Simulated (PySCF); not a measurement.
# Correlation energy of Zr (zirconium, neutral)

[Kr] 4d2 5s2, high-spin 3F determinant. Calculation: PySCF 2.14, in aug-cc-pVDZ-PP with ECP28MDF (5s5p4d2f, 54 functions); scalar relativity through the core potential. Frozen: 4s2 4p6; 4 electrons correlated.

MP2 pair energies summed by pair of shells (mhartree):

```tsv
pair	energy	share (%)
5s-5s	-19.08	46.8
4d-5s	-19.01	46.7
4d-4d	-2.65	6.5
```

Total MP2 correlation energy: -40.74 mhartree.

Same-spin part -9.11 and opposite-spin part -31.64 mhartree; SCS-MP2 scales them by 1/3 and 6/5 to -41.00 mhartree.
